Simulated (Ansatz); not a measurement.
Calculated with Ansatz (gas phase, PBE0-D4/def2-TZVP geometries, no zero-point term in ΔE). CCSD(T)/CBS adds triple-zeta CCSD(T) − MP2 to the extrapolated MP2 energy (def2 sets, frozen cores). This one scheme is used for every species. DFT in def2-TZVPP. Each species was taken in one conformer, which may not be the lowest.

`[CH3][Al]([Cl])[BH]S` + H₂ → `[CH3][AlH][BH]S` + HCl  (hydrogenolysis of the Al–Cl bond)

```
               species  BHLYP-D4 energy (Eh)
`[CH3][Al]([Cl])[BH]S`           -1166.90793
                    H₂              -1.17009
     `[CH3][AlH][BH]S`            -707.19965
                   HCl            -460.81729
```

(1) Work out ΔE.

Largest T1 diagnostic among the species: 0.014.

## Answers

(1) ΔE = (-707.19965) + (-460.81729) − (-1166.90793) − (-1.17009) = 0.06108 Eh = +1.66 eV. CCSD(T)/CBS gives +1.68 eV.

In def2-TZVPP, CCSD(T) changes the Hartree–Fock value by +0.10 eV (the triples alone add +0.04 eV) and MP2 by +0.20 eV. The D4 term adds +0.08 eV with B3LYP and +0.05 eV with PBE0; it sums over pairs of atoms, weighted by their polarisabilities, and B3LYP, whose exchange is more repulsive, gets the larger term.

B3LYP here is the variant with VWN-RPA as its local correlation; programs differ in this.
